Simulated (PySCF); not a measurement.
Question: What does the PBE0-D3(BJ)/def2-SVP structure of `[BH3-][PH2+]BBr` look like in three dimensions?

Answer: 
```
atom  x, y, z in Å
B1    -1.2115   -0.1261    0.3487
P2     0.1347    1.1999   -0.1662
B3     1.8686    0.4143   -0.3546
Br4    3.0368    0.3390    1.1198
H5    -2.2454    0.5209    0.3846
H6    -0.8032   -0.5162    1.4304
H7    -1.1519   -0.9532   -0.5466
H8     0.2990    2.2950    0.7161
H9    -0.0911    1.8621   -1.3983
H10    2.1813   -0.1255   -1.3815
```

Any rigid rotation of these coordinates is as good. Atoms count from 1 in this order. P2 (phosphorus bonded to 2 B and 2 H) is distorted tetrahedral (angles from 101.5° to 116.1°). B3 (three-coordinate boron) is planar (angles 120.3°, 120.1° and 119.3°, sum 359.8°, 0.05 Å off the plane of its three neighbours). The 2 B–P bonds span 1.913 Å (P2–B3, drawn single) to 1.958 Å (B1–P2, drawn single), a spread of 0.045 Å. B1 (four-coordinate boron) is distorted tetrahedral (angles from 102.7° to 115.3°).

Bonds between heavy atoms (Å): B1–P2 1.958, P2–B3 1.913, B3–Br4 1.883.

Method: PBE0-D3(BJ)/def2-SVP geometry optimisation, gas phase in PySCF 2.14.0.

Point group: C1 (no symmetry element, even within 0.4 Å). No PBE0-D3(BJ)/def2-SVP frequencies stand behind this structure, so it isn't proved a minimum. One conformer, not necessarily the lowest (B1–P2–B3–Br4 -91°).

On one thread, Arm Neoverse V2, shared host, this took 24 s wall. This is the geometry optimisation.
